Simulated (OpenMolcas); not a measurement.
# Ge: thermal populations, worked from levels

- Program: OpenMolcas
- Basis: ANO-RCC-VQZP [7s6p4d2f1g]
- Scalar Hamiltonian: DKH2, point nucleus
- Active space: 4 electrons in 4 orbitals (4s 4p)
- State averaging: 2S+1 = 3 even, 3 roots; 2S+1 = 1 even, 6 roots; 2S+1 = 5 odd, 1 root; 2S+1 = 3 odd, 5 roots
- Spin-orbit coupling: state interaction with AMFI integrals over the reference wave functions, term energies averaged over their components

Methods: CASSCF; SS-CASPT2, IPEA 0.25 Eh, imaginary shift 0.1 Eh (closed shells correlated: 3d). Measured levels: NIST Handbook of Basic Atomic Spectroscopic Data.

**Thermal populations.** Z = Σ (2J + 1) exp(-E/kT) with k = 0.695035 cm-1/K, over the levels below. No other level of either list lies under 37400 cm-1, which is above 7 kT at each temperature.

| Level | 2J + 1 | SS-CASPT2 | measured |
| --- | --- | --- | --- |
| 4s2 4p2 3P0 | 1 | 0.0 | 0.0 |
| 4s2 4p2 3P1 | 3 | 487 | 557 |
| 4s2 4p2 3P2 | 5 | 1247 | 1410 |
| 4s2 4p2 1D2 | 5 | 7480 | 7125 |
| 4s2 4p2 1S0 | 1 | 16620 | 16367 |

```json
{"T (K)": "2000", "Z, SS-CASPT2": "5.175", "Z, measured levels": "4.852", "Ground level (%), SS-CASPT2": "19.3", "Ground level (%), measured levels": "20.6"}
{"T (K)": "3000", "Z, SS-CASPT2": "6.263", "Z, measured levels": "6.004", "Ground level (%), SS-CASPT2": "16.0", "Ground level (%), measured levels": "16.7"}
{"T (K)": "5000", "Z, SS-CASPT2": "7.690", "Z, measured levels": "7.541", "Ground level (%), SS-CASPT2": "13.0", "Ground level (%), measured levels": "13.3"}
```

At 5000 K, kT = 3475 cm-1, and the computed levels give Z = 1.000 + 2.608 + 3.492 + 0.581 + 0.008 = 7.690.

Over all roots computed the reference weight is 0.87 to 0.95 in SS-CASPT2; the roots of lowest weight are the least certain, and an intruder state may touch them. Without dynamic correlation excited terms often stand tens of per cent too high (terms of higher spin than the ground term too low), and those without a measured partner can miss by more than the paired ones (holds for CASSCF). Computed and measured levels are paired by configuration, term and J; levels that our copy of the source lacks, or whose pairing is in doubt (as where it misses far off the trend of its configuration), stay unpaired and out of the deviations. Levels of configurations outside the active space are missing.
